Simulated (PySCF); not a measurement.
## Dipole response of Sm⁵²⁺ (samarium, charge +52)

[Ne], closed-shell 1S. Calculation: PySCF 2.14, in an uncontracted even-tempered set (19 s from 29 bohr⁻², ratio 2.2; 13 p from 37 bohr⁻², ratio 2.2; 6 d from 150 bohr⁻², ratio 2.4; 5 f from 230 bohr⁻², ratio 2.4; 4 g from 340 bohr⁻², ratio 2.4); scalar relativity by spin-free X2C-1e. Coupled (time-dependent) response in atomic units; α is the mean over directions.

```csv
method,mean α (bohr³),C₆ (like pair),S(−4)
UHF,7.586e-05,1.427e-06,7.369e-10
PBE0,7.608e-05,1.432e-06,7.433e-10
```

S(−4) is the Cauchy moment in α(ω) = α(0) + S(−4) ω² + …

α(iu) at UHF:

```csv
u (hartree),α(iu) (bohr³)
0,7.585e-05
30.0,7.520e-05
60.0,7.330e-05
120,6.666e-05
180,5.807e-05
240,4.933e-05
300,4.143e-05
450,2.680e-05
600,1.805e-05
900,9.438e-06
1500,3.820e-06
```

A single London oscillator, α(iu) = α/(1 + u²/ω²), gives C₆ = (3/4) ω α². Matching the computed C₆ needs ω = 4 × 1.427e-06 / (3 × 7.586e-05²) = 331 hartree.

For an ion, C₆ is the dispersion term alone; charge-induced terms of lower order in 1/R come first.

Spin-orbit coupling, which splits the p, d and f shells strongly at this Z, is absent.
